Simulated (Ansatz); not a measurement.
Total energies of Ge(tBu)Me3 (C7H18Ge) from Ansatz at PBE0-D4/def2-TZVP, gas phase (1 Eh = 27.2114 eV = 2625.5 kJ/mol). The reference geometry is relaxed at PBE-D4/def2-SVP.

```xyz
26

Ge   -0.1726   -0.9085   -0.0672
C     0.2025    1.0641    0.0782
C     0.9749    1.5218   -1.1699
C     1.0440    1.3229    1.3387
C    -1.1315    1.8223    0.1749
H     1.1838    2.6154   -1.1234
H     1.9524    1.0045   -1.2654
H     0.4034    1.3370   -2.1040
H     2.0121    0.7795    1.3112
H     0.5116    1.0155    2.2629
H     1.2787    2.4077    1.4386
H    -1.7260    1.5074    1.0585
H    -1.7614    1.6696   -0.7263
H    -0.9544    2.9182    0.2717
C    -1.4345   -1.2507   -1.5473
H    -1.5836   -2.3416   -1.6797
H    -1.0462   -0.8359   -2.4991
H    -2.4200   -0.7885   -1.3387
C    -0.9654   -1.5722    1.6153
H    -1.2558   -2.6374    1.5089
H    -1.8715   -0.9908    1.8800
H    -0.2399   -1.4918    2.4498
C     1.5030   -1.8936   -0.4156
H     2.2522   -1.6870    0.3747
H     1.9347   -1.6024   -1.3938
H     1.3095   -2.9854   -0.4329
```

```json
{"state": "charge 0 singlet", "geometry": "reference", "energy (Eh)": "-2354.12072"}
{"state": "charge 1 doublet", "geometry": "reference", "energy (Eh)": "-2353.79759"}
{"state": "charge -1 doublet", "geometry": "reference", "energy (Eh)": "-2354.05516"}
{"state": "free Ge atom (triplet)", "geometry": "–", "energy (Eh)": "-2076.65516"}
{"state": "free C atom (triplet)", "geometry": "–", "energy (Eh)": "-37.80537"}
{"state": "free H atom (doublet)", "geometry": "–", "energy (Eh)": "-0.50104"}
```

Q: Work out the vertical ionisation energy to the doublet.

A: E(charge 1 doublet) − E(charge 0 singlet) = -2353.79759 − (-2354.12072) = 0.32313 Eh = 8.79 eV. For comparison, −ε of the highest occupied level is 7.12 eV at this level, 1.67 eV less.

Q: Work out the vertical electron affinity, to the doublet.

A: E(charge 0 singlet) − E(charge -1 doublet) = -2354.12072 − (-2354.05516) = -0.06556 Eh = -1.78 eV; negative, so the extra electron isn't bound. The basis lacks diffuse functions, which makes affinities too small.

Q: Give the fundamental gap IE − EA, the Mulliken electronegativity (IE + EA)/2 and the hardness (IE − EA)/2.

A: From the values in Eh: IE − EA = 0.32313 − (-0.06556) = 0.38869 Eh = 10.58 eV; (IE + EA)/2 = 3.50 eV; (IE − EA)/2 = 5.29 eV. The HOMO–LUMO gap of the same run is 7.81 eV, 2.77 eV smaller than the fundamental gap.

Q: What is the binding energy per atom against free atoms?

A: Atoms: 1 × (-2076.65516) + 7 × (-37.80537) + 18 × (-0.50104) = -2350.31147 Eh. Binding: -2350.31147 − (-2354.12072) = 3.80925 Eh = 103.66 eV, or 3.99 eV for each of 26 atoms (no zero-point energy, no counterpoise term).

At PBE0-D4/def2-TZVP the highest occupied level of the charge -1 doublet lies above zero (up to 2.98 eV). By energy differences it is unbound by 1.78 eV (vertical, to the charge 0 singlet, at PBE0-D4/def2-TZVP) and held by the finite basis.
